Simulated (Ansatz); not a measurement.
# One elementary step

Start structure (AlSiNH6OF, doublet), relaxed at PBE0-D4/def2-TZVP:

```
11
angstrom
Al -1.3064 -0.2227 0.5054
O -0.1044 0.1425 -0.6639
Si 0.5047 0.5040 -2.1184
F -1.9220 1.0901 1.3473
H 0.6002 -1.5476 1.6975
N -0.0096 -0.7880 1.9825
H 0.7198 1.9710 -2.2600
H -0.3945 0.0576 -3.2196
H 1.8218 -0.1717 -2.2974
H 0.5722 0.0220 2.1868
H -0.4819 -1.0571 2.8396
```

The step: AlSiH₃OF ([F][Al][O][SiH3]) + NH₃ → AlNH₂F ([NH2][Al][F]) + SiH₄O ([OH][SiH3]) (still joined by a long Al–O bond); bonds formed: O2–H5; dative contacts that become bonds: Al1–N6; bonds broken: H5–N6; bonds weakened to dative contacts: Al1–O2. Ansatz 0.2.0; basis: def2-TZVPP and def2-QZVPP; cores frozen in the correlated methods; orbitals are unrestricted. Extrapolation: Hartree–Fock as exp(−7.88 √X), correlation as X^−2.97. Energies below are by CCSD(T) at an estimated basis limit (MP2 extrapolated from triple and quadruple zeta, plus CCSD(T) − MP2 in triple zeta).

Question: What are the electronic barrier and the energy of the step, from the start structure to the end structure? (To be estimated.)

Answer: By the calculation: Barrier 29.74 kcal/mol; step energy 28.13 kcal/mol (uphill); reverse barrier, their difference, 1.61 kcal/mol. Barrier and step energy count from the start structure, the reverse barrier from the end structure.

The saddle point: One imaginary mode of 259i cm⁻¹.
```
  pair  start (Å)  saddle (Å)  end (Å)
Al1–N6       2.05        1.88     1.84
 O2–H5       2.99        1.06     0.99
Al1–O2       1.72        1.95     2.00
 H5–N6       1.01        1.58     1.99
```

Zero-point energy (harmonic, PBE0-D4): ZPE is 44.37 kcal/mol at the start and 41.96 kcal/mol at the saddle, so the barrier goes from 29.74 to 27.33 kcal/mol.

T1 diagnostic: at most 0.014. ⟨S²⟩ of the unrestricted Hartree–Fock references: 0.75 (a pure state has 0.75).

Labels in which every atom is bracketed show which atoms are joined, not bond orders.

For scale, one of the runs: CCSD(T)/def2-TZVPP, 261 basis functions, launched by `ansatz run in.yaml --threads 4 --pin off --events-out ev --progress --plain --max-ram 63488MiB --backend cuda --devices 0, --max-vram 37GiB`. The run took 12 s on 4 CPU threads of an AMD EPYC 7R13 and a share of one NVIDIA H100 (shared host), with 0.87 GiB of host memory at its peak.
